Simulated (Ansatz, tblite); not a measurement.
Removing and adding an electron: Li12F12 (relaxed from a model of 2x2x6 LiF rock-salt block, whose bonding it doesn't keep). Charge 0, multiplicity 1. Geometry: PBE-D4/def2-SVP. Ansatz, gas phase; energy differences of separate SCF runs; the oxidised species was run as a doublet alone; the reduced species was run as a doublet alone.

```xyz
24

Li   -1.368    3.513    1.889
F    -1.281    1.791    2.372
Li   -0.205    0.637    1.500
F     0.354   -1.110    1.272
Li    1.632   -2.367    1.348
F     1.563   -4.002    0.637
F    -0.245    4.276    0.725
Li    0.710    3.089   -0.203
F     1.013    1.376    0.238
Li    1.598   -0.322   -0.199
F     2.784   -1.648    0.096
Li    2.608   -3.236   -0.710
F    -2.764    3.283    0.669
Li   -2.559    1.554    1.059
F    -1.692    0.329    0.076
Li   -0.934   -1.347   -0.109
F    -0.955   -2.945   -0.943
Li    0.334   -4.152   -0.653
Li   -1.574    3.876   -0.527
F    -0.548    2.802   -1.525
Li   -0.460    1.032   -1.192
F     0.325   -0.594   -1.587
Li    0.217   -2.275   -2.205
F     1.446   -3.556   -2.031
```

The xTB rows come from tblite. HOMO above LUMO, or a gap near zero within one spin, warns that the state may not be the lowest or that an electron is smeared out.

(1) Estimate orbital energies and vertical ionisation energies and electron affinities at: GFN1-xTB; GFN2-xTB; PBE-D4/def2-SVP; PBE0-D4/def2-SVP.

Results:

(1) 
```json
{"level": "GFN1-xTB", "−HOMO (eV)": "10.58", "vertical IE (eV)": "12.54", "−LUMO (eV)": "6.28", "vertical EA (eV)": "4.62", "HOMO–LUMO gap (eV)": "4.30", "IE − EA (eV)": "7.92", "remarks": "–"}
{"level": "GFN2-xTB", "−HOMO (eV)": "10.84", "vertical IE (eV)": "12.92", "−LUMO (eV)": "3.85", "vertical EA (eV)": "1.95", "HOMO–LUMO gap (eV)": "6.99", "IE − EA (eV)": "10.96", "remarks": "–"}
{"level": "PBE-D4/def2-SVP", "−HOMO (eV)": "7.41", "vertical IE (eV)": "–", "−LUMO (eV)": "0.81", "vertical EA (eV)": "-0.17", "HOMO–LUMO gap (eV)": "6.60", "IE − EA (eV)": "–", "remarks": "HOMO above zero (-1 doublet), gap within one spin near zero (-1 doublet)"}
{"level": "PBE0-D4/def2-SVP", "−HOMO (eV)": "9.45", "vertical IE (eV)": "10.96", "−LUMO (eV)": "0.26", "vertical EA (eV)": "-0.37", "HOMO–LUMO gap (eV)": "9.19", "IE − EA (eV)": "11.33", "remarks": "HOMO above zero (-1 doublet)"}
```

Run but left out: PBE-D4/def2-SVP (charge +1 doublet: an occupied level 0.00 eV above an empty one).   A HOMO above zero means that the electron is unbound at that level or that self-interaction error raises the level; the energy of removing that electron tells which. Raw xTB energy differences between charge states are shifted by several eV; the methods need an empirical correction for them. Sets without diffuse functions give affinities that are too small. A negative affinity means that the extra electron isn't bound; its size then hangs on the basis.
